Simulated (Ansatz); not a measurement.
The cluster Si₅F₃ (the lowest doublet isomer of a short search). The state is a doublet with charge 0. Geometry B3LYP-D4/def2-SVP, basis def2-TZVP, Ansatz.

Cartesian coordinates in Å:
```
Si 0.1592 0.5835 -1.5389
Si 1.7918 -0.9911 -0.7533
Si -1.0977 0.4837 0.4468
Si 1.1245 0.2584 1.1845
Si -0.4286 -1.7661 -0.0589
F 1.4630 -0.2181 2.7076
F -2.4529 1.1864 1.0108
F -0.5594 0.4633 -2.9985
```

| run | HOMO (eV) | LUMO (eV) |
| --- | --- | --- |
| A | -5.82 | -5.04 |
| B | -6.18 | -4.86 |
| C | -6.00 | -4.96 |
| D | -6.72 | -4.33 |
| E | -6.99 | -4.17 |

The structure comes from a short search, and lower isomers may exist.

HOMO and LUMO are taken over both spins.

Task: The runs used B97M-V, PBE, PBE0, r2SCAN, r2SCAN0. Estimate which is which.

Result: A PBE (0 % exact exchange); B r2SCAN (0 % exact exchange); C B97M-V (0 % exact exchange); D PBE0 (25 % exact exchange); E r2SCAN0 (25 % exact exchange). Exact exchange lowers occupied and raises empty levels; among semilocal functionals meta-GGAs tend to open the gap a little, and such runs are hard to tell apart. The gap grows from 0.78 eV (PBE) to 2.82 eV (r2SCAN0).
